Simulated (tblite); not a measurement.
Compound: C₃H₁₃NSi₂.
Bonds: C1–N2, N2–C3, C3–C4, C4–Si5, C4–Si6. Hydrogens: H7, H8, H9 on C1; H10 on N2; H11, H12 on C3; H13 on C4; H14, H15, H16 on Si5; H17, H18, H19 on Si6.

Structure optimised with GFN2-xTB, isolated species.

**Question.** List the bond lengths, angles and torsions at this level.

**Answer.** 
```csv
bond,length (Å),order
C1–N2,1.448,single
N2–C3,1.451,single
C3–C4,1.521,single
C4–Si5,1.912,single
C4–Si6,1.896,single
"C1–H7, C1–H8",1.090,single
C1–H9,1.100,single
N2–H10,1.016,single
C3–H11,1.095,single
C3–H12,1.105,single
C4–H13,1.095,single
"Si5–H14, Si6–H19",1.471,single
Si5–H15 and 3 like bonds,1.462,single
```

Bonds in one row agree within 0.01 Å and their mean is given. Orders are formal, as drawn. A selection of angles:
```csv
angle,degrees
N2–C1–H7,109.2
N2–C1–H9,113.2
H7–C1–H8,108.6
H8–C1–H9,108.2
C1–N2–C3,114.4
C1–N2–H10,109.6
C3–N2–H10,109.0
N2–C3–C4,107.6
N2–C3–H11,107.0
N2–C3–H12,112.9
C4–C3–H11,109.8
C4–C3–H12,112.1
H11–C3–H12,107.3
C3–C4–Si5,105.3
C3–C4–Si6,112.1
C3–C4–H13,108.1
Si5–C4–Si6,116.1
Si5–C4–H13,107.3
C4–Si5–H14,107.5
C4–Si5–H15,110.0
C4–Si5–H16,112.3
H14–Si5–H15,108.5
H15–Si5–H16,111.4
H17–Si6–H18,110.2
```

Torsions: C1–N2–C3–C4 -170° (antiperiplanar); N2–C3–C4–Si5 39° (synclinal). The mirror-image conformer, all signs reversed, is as good.

Of the pairs four or more bonds apart, Si5···H10 is among the closest relative to their van der Waals radii: 3.02 Å, 92 % of the sum of Bondi's values. Si5 (SiH3 silicon) is tetrahedral (angles from 107.0° to 112.3°). N2 (secondary amine nitrogen) is pyramidal (angles 114.4°, 109.6° and 109.0°, sum 333.0°, 0.39 Å off the plane of its three neighbours).

Point group: C1 (no symmetry element, even within 0.4 Å). Its GFN2-xTB frequencies are all real (lowest 62 cm⁻¹). One conformer, not necessarily the lowest. 2 starts were optimised and ended at 0.00 and 0.03 kcal/mol (GFN2-xTB); the lowest of these is shown.

On an Intel Xeon at 2.50 GHz with one thread, shared host, this took 5.6 s wall, 3.1 s CPU. That covers the optimisation of the geometry.

The numbers are calculated, not measured.
